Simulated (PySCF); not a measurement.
F2H3Si2, FH4Si2 (calculated)

All values are calculated (PySCF 2.14.0). Calculation on a computer-drawn molecule: optimised geometry and harmonic frequencies of an isolated molecule of the commonest isotopes, restricted reference for singlets and unrestricted otherwise, frozen core in MP2.

Common to all runs: charge 0; multiplicity 2; basis cc-pV(D+d)Z.

```json
{"entry": 1, "formula": "F2H3Si2", "start_structure": {"atoms_angstrom": [["F", -0.3512, -3.3134, 3.0228], ["Si", -0.2773, -3.0812, 1.3564], ["Si", -1.508, -1.1261, 0.974], ["F", -1.3154, -1.0391, -0.5713], ["H", 1.1417, -3.3447, 1.0761], ["H", -2.9116, -1.4063, 1.2113], ["H", -1.1257, 0.1306, 1.4317]]}, "given": {"method": "HF", "drawn_bonds_atom": [1, 2, 3, 2, 3, 3], "drawn_bonds_other_atom": [2, 3, 4, 5, 6, 7], "drawn_bonds_order": [1, 1, 1, 1, 1, 1]}, "results": {"optimised_atom_element": ["F", "Si", "Si", "F", "H", "H", "H"], "optimised_atom_x [angstrom]": [-0.4206, -0.293, -1.503, -1.422, 1.151, -2.92, -0.9401], "optimised_atom_y [angstrom]": [-3.403, -3.154, -1.197, -1.046, -3.074, -1.337, 0.03136], "optimised_atom_z [angstrom]": [3.032, 1.429, 0.8929, -0.7199, 1.111, 1.271, 1.485], "modes_frequency [cm^-1]": [48.83, 129.6, 229.3, 433.8, 472.9, 683.1, 777.0, 827.9, 869.0, 872.3, 956.7, 1033, 2306, 2338, 2350], "modes_reduced_mass [dalton]": [5.986, 9.354, 16.96, 1.082, 8.059, 1.298, 1.102, 1.226, 3.601, 10.03, 1.384, 1.075, 1.042, 1.039, 1.044], "rotational_constants [GHz]": [12.61, 1.995, 1.775], "total_energy [hartree]": -778.5718, "spin_squared": 0.7573, "convergence_status_largest_gradient_component [hartree/bohr]": 2.383e-05}}
{"entry": 2, "formula": "F2H3Si2", "start_structure": {"atoms_angstrom": [["F", -0.4206, -3.4032, 3.032], ["Si", -0.293, -3.1537, 1.4285], ["Si", -1.5027, -1.1974, 0.8929], ["F", -1.422, -1.046, -0.7199], ["H", 1.1509, -3.0738, 1.1113], ["H", -2.9201, -1.3374, 1.2713], ["H", -0.9401, 0.0314, 1.4848]]}, "given": {"method": "MP2", "drawn_bonds_atom": [1, 2, 3, 2, 3, 3], "drawn_bonds_other_atom": [2, 3, 4, 5, 6, 7], "drawn_bonds_order": [1, 1, 1, 1, 1, 1]}, "results": {"optimised_atom_element": ["F", "Si", "Si", "F", "H", "H", "H"], "optimised_atom_x [angstrom]": [-0.4263, -0.2934, -1.5, -1.423, 1.154, -2.916, -0.9435], "optimised_atom_y [angstrom]": [-3.423, -3.147, -1.195, -1.043, -3.072, -1.341, 0.03916], "optimised_atom_z [angstrom]": [3.05, 1.432, 0.8873, -0.7443, 1.105, 1.284, 1.486], "modes_frequency [cm^-1]": [45.73, 114.9, 217.0, 409.2, 457.7, 642.8, 740.6, 790.0, 836.3, 844.9, 922.0, 983.1, 2257, 2288, 2306], "modes_reduced_mass [dalton]": [6.072, 9.355, 16.78, 1.065, 8.942, 1.301, 1.104, 1.213, 3.048, 9.026, 1.516, 1.081, 1.043, 1.035, 1.048], "rotational_constants [GHz]": [12.58, 1.966, 1.752], "total_energy [hartree]": -779.1185, "spin_squared": 0.7572, "convergence_status_largest_gradient_component [hartree/bohr]": 3.04e-05}}
{"entry": 3, "formula": "FH4Si2", "start_structure": {"atoms_angstrom": [["F", -1.0347, 0.0925, 2.0297], ["Si", -0.5724, 0.9586, 0.7519], ["Si", 0.6278, -0.3374, -0.6692], ["H", -0.1332, 2.1342, 1.4796], ["H", -0.1959, -1.4249, -1.2591], ["H", 1.8415, -1.0696, -0.1547], ["H", 1.0808, 0.5498, -1.737]]}, "given": {"method": "HF", "drawn_bonds_atom": [1, 2, 2, 3, 3, 3], "drawn_bonds_other_atom": [2, 3, 4, 5, 6, 7], "drawn_bonds_order": [1, 1, 1, 1, 1, 1]}, "results": {"optimised_atom_element": ["F", "Si", "Si", "H", "H", "H", "H"], "optimised_atom_x [angstrom]": [-1.142, -0.6556, 0.6348, 0.08228, -0.2001, 1.83, 1.064], "optimised_atom_y [angstrom]": [0.01026, 0.943, -0.3409, 2.087, -1.43, -0.9232, 0.5571], "optimised_atom_z [angstrom]": [2.049, 0.806, -0.7017, 1.392, -1.256, -0.048, -1.8], "modes_frequency [cm^-1]": [102.4, 168.1, 426.4, 440.3, 569.6, 690.7, 837.1, 878.0, 978.2, 1017, 1023, 2292, 2308, 2310, 2320], "modes_reduced_mass [dalton]": [1.196, 5.683, 3.547, 1.169, 1.318, 1.231, 1.37, 3.741, 1.148, 1.036, 1.04, 1.04, 1.048, 1.034, 1.041], "rotational_constants [GHz]": [17.59, 3.295, 2.909], "total_energy [hartree]": -679.6516, "spin_squared": 0.7571, "convergence_status_largest_gradient_component [hartree/bohr]": 1.925e-05}}
```
